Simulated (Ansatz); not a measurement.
Cost and result up the ladder for Cd₁₂H₃₀S₁₂, a nanocrystal cut from wurtzite CdS (hydrogen-capped) (54 atoms). Charge 0, multiplicity 1. Geometry: r2SCAN-D4/def2-SVP.

```xyz
54

Cd    2.2043   -2.8262   -4.1761
S     4.2828   -2.1064   -2.0092
Cd   -0.8796   -1.9138   -3.9147
S    -2.9928   -2.8809   -1.9338
S     0.6254   -1.3089   -2.1059
Cd   -0.0629   -2.6406   -0.0139
Cd    4.3835   -0.7514    0.5081
S     2.2454   -1.9147    1.4657
Cd   -3.9340   -1.9196    0.8135
S    -1.6788   -1.2749    1.4464
Cd   -2.9285   -2.7391    3.7648
Cd    2.2623   -0.7259    3.7949
S    -0.0828   -2.0581    4.7489
S    -2.1324    0.8759   -3.9647
Cd    0.8595    1.2506   -2.1605
S     3.0037    1.3160   -0.3063
Cd   -2.8190    2.9343   -1.8141
S    -4.4923    0.8692   -0.2997
S    -0.8236    2.3537   -0.5559
Cd   -1.6061    1.2897    1.6491
Cd    3.0526    2.6314    1.9542
S     0.9633    1.3385    2.8491
Cd   -1.0055    5.3580   -0.7103
S     1.5387    4.8460    0.9592
H     1.9176   -4.3701   -3.5479
H     2.5712   -1.4862   -5.1413
H     4.9918   -3.2063   -1.6606
H     5.3641   -1.5247   -2.5805
H    -1.5220   -2.5170   -5.3362
H    -2.1087   -3.7510   -1.3607
H    -3.7796   -3.8600   -2.4401
H    -0.2779   -4.3444   -0.1466
H     5.9852   -0.8396    1.0362
H     2.7966   -3.0964    1.8294
H    -5.4834   -2.5493    0.8092
H    -2.4989   -4.2925    3.2501
H    -3.6336   -1.3852    4.4929
H     3.4000   -0.8044    5.0401
H     0.5114   -3.1832    5.2128
H    -0.1252   -1.5064    5.9852
H    -2.6095    1.2032   -5.1892
H    -0.9122    1.4535   -4.1764
H     1.2245    2.0395   -3.6474
H     3.9912    1.9804   -0.9509
H    -4.0464    3.7689   -2.5847
H    -5.8016    1.2095   -0.2339
H    -4.1794    1.4486    0.8976
H    -2.8098    2.0833    2.5917
H     4.3642    3.2815    2.7958
H     0.7804    2.0156    4.0069
H    -0.1560    5.5313   -2.1625
H    -1.9970    5.5482    0.6473
H     2.5696    5.5780    0.4738
H     1.4902    5.5724    2.1011
```

Ansatz on 11 threads of AMD EPYC 7R13 on a shared host and a whole NVIDIA H100 80GB HBM3. Times are rough, and most runs start from the orbitals of an earlier one. PBE0-D4/def2-TZVP serves as the yardstick here, not as an exact answer. Differences are given only for rows in sets of like size (and for xTB, whose basis is part of the method), since another set adds its own error. Binding counts from free atoms at the same level (Cd singlet, S triplet, H doublet; other spins of the atoms weren't run), without zero-point energy or a counterpoise term.

In the def2 sets Cd takes a core potential; there is no spin–orbit coupling. Single mean-field runs in def2-SVP, def2-TZVP are fitted with def2-universal-jkfit.

```json
{"level": "PBE-D4/def2-SVP", "functions": "738", "wall time": "3.6 s", "binding energy per atom (eV)": "2.14", "difference from PBE0-D4/def2-TZVP (eV)": "–"}
{"level": "PBE0-D4/def2-SVP", "functions": "738", "wall time": "4.8 s", "binding energy per atom (eV)": "2.13", "difference from PBE0-D4/def2-TZVP (eV)": "–"}
{"level": "PBE-D4/def2-TZVP (with forces)", "functions": "1104", "wall time": "6 s", "binding energy per atom (eV)": "2.11", "difference from PBE0-D4/def2-TZVP (eV)": "0.00"}
{"level": "r2SCAN-D4/def2-TZVP", "functions": "1104", "wall time": "6 s", "binding energy per atom (eV)": "2.16", "difference from PBE0-D4/def2-TZVP (eV)": "0.05"}
{"level": "PBE0-D4/def2-TZVP", "functions": "1104", "wall time": "7 s", "binding energy per atom (eV)": "2.11", "difference from PBE0-D4/def2-TZVP (eV)": "0.00"}
```
